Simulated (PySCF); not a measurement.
Spinor energies of As¹¹⁺ (arsenic, charge +11)

Start: [Ar] 3d4; 3d3/2 filled at m_j = -3/2, -1/2, +1/2, +3/2. Calculated with PySCF 2.14 in an uncontracted even-tempered set (17 s from 0.76 bohr⁻², ratio 2.8; 12 p from 0.98 bohr⁻², ratio 2.8; 8 d from 0.98 bohr⁻², ratio 2.8; 4 f from 3.9 bohr⁻², ratio 3): generalised Hartree-Fock with the X2C-1e Hamiltonian and a Gaussian nucleus; one run each with spin-orbit coupling (SO) switched off, then screened by Boettger's factors.

```json
{"spinor shell": "1s1/2", "electrons": "2", "ε, spin-free (eV)": "-12252.4", "ε, screened SO (eV)": "-12252.0", "weight of nominal j (screened SO)": "1.000", "rms radius, screened SO (bohr)": "0.0524"}
{"spinor shell": "2s1/2", "electrons": "2", "ε, spin-free (eV)": "-1882.3", "ε, screened SO (eV)": "-1882.1", "weight of nominal j (screened SO)": "1.000", "rms radius, screened SO (bohr)": "0.219"}
{"spinor shell": "2p1/2", "electrons": "2", "ε, spin-free (eV)": "-1683.8", "ε, screened SO (eV)": "-1710.5", "weight of nominal j (screened SO)": "0.985", "rms radius, screened SO (bohr)": "0.193"}
{"spinor shell": "2p3/2", "electrons": "4", "ε, spin-free (eV)": "-1683.8", "ε, screened SO (eV)": "-1670.8", "weight of nominal j (screened SO)": "0.992", "rms radius, screened SO (bohr)": "0.196"}
{"spinor shell": "3s1/2", "electrons": "2", "ε, spin-free (eV)": "-495.19", "ε, screened SO (eV)": "-495.15", "weight of nominal j (screened SO)": "1.000", "rms radius, screened SO (bohr)": "0.599"}
{"spinor shell": "3p1/2", "electrons": "2", "ε, spin-free (eV)": "-427.97", "ε, screened SO (eV)": "-441.59", "weight of nominal j (screened SO)": "0.663", "rms radius, screened SO (bohr)": "0.599"}
{"spinor shell": "3p3/2", "electrons": "4", "ε, spin-free (eV)": "-427.97", "ε, screened SO (eV)": "-421.21", "weight of nominal j (screened SO)": "0.832", "rms radius, screened SO (bohr)": "0.609"}
{"spinor shell": "3d3/2", "electrons": "4", "ε, spin-free (eV)": "-337.42", "ε, screened SO (eV)": "-337.50", "weight of nominal j (screened SO)": "0.555", "rms radius, screened SO (bohr)": "0.583"}
```

```json
{"quantity": "E (hartree)", "spin-free": "-2208.64195", "screened SO": "-2208.76080"}
{"quantity": "M_J", "spin-free": "0", "screened SO": "0"}
{"quantity": "⟨J²⟩", "spin-free": "4.003", "screened SO": "3.629"}
{"quantity": "⟨L²⟩", "spin-free": "6.002", "screened SO": "5.948"}
{"quantity": "⟨S²⟩", "spin-free": "6.001", "screened SO": "5.945"}
```

The determinant has a definite M_J but mixes levels of different J.

Each row is a mean over spinors that exchange with the open shell spreads, by up to 15.653 eV (3s1/2).

Rows whose weight is well below 1 are mixtures of j = l ± 1/2: exchange outweighs spin-orbit coupling there, and the label is only the starting occupation.

Without spin-orbit coupling the j labels of p, d and f shells carry no meaning; the spin-free column gives the mean over the occupied spinors of each nl shell, and its ⟨J²⟩ belongs to a mixture of degenerate components.
